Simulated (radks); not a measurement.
The numbers below are computed, except where a source is named.
Pr II, configuration [Xe] 4f3 6s1 (the NIST ground configuration). Code: a radial shooting solver on a logarithmic mesh with Libxc functionals. Model: scalar-relativistic Kohn-Sham, LB94 model potential, spin-polarised, spherical densities, finite nucleus; open shells are filled with parallel spins first (spin-orbit coupling, left out, can overturn this in heavy ions); Fermi nuclear charge, rms radius 4.8919 fm.

Normalised radial functions P(r) = r R(r), r in bohr:

r           5s up   4f up
0.003893   0.1020  0.0000
0.005276   0.1218  0.0000
0.00715    0.1399  0.0000
0.009691   0.1513  0.0000
0.01313    0.1484  0.0000
0.0178     0.1214  0.0001
0.02412    0.0608  0.0004
0.03269   -0.0355  0.0013
0.04431   -0.1502  0.0036
0.06005   -0.2353  0.0098
0.08138   -0.2181  0.0254
0.1094    -0.0540  0.0595
0.1483     0.2090  0.1305
0.201      0.3586  0.2581
0.2724     0.1700  0.4513
0.3691    -0.2839  0.6809
0.5003    -0.5299  0.8735
0.678     -0.1800  0.9570
0.9189     0.5265  0.8932
1.245      0.9523  0.7095
1.688      0.8303  0.4894
2.287      0.4383  0.2937
3.1        0.1367  0.1463
4.201      0.0230  0.0579
5.694      0.0018  0.0169
7.717      0.0000  0.0031
10.46      0.0000  0.0003

5s up: eigenvalue -50.914 eV, 4 radial nodes at r = 0.0295, 0.117, 0.308, 0.736 bohr, <r> = 1.49 bohr, 90 % of the charge inside 2.15 bohr. 4f up: eigenvalue -14.270 eV, 0 radial nodes, <r> = 1.08 bohr, 90 % of the charge inside 1.89 bohr.
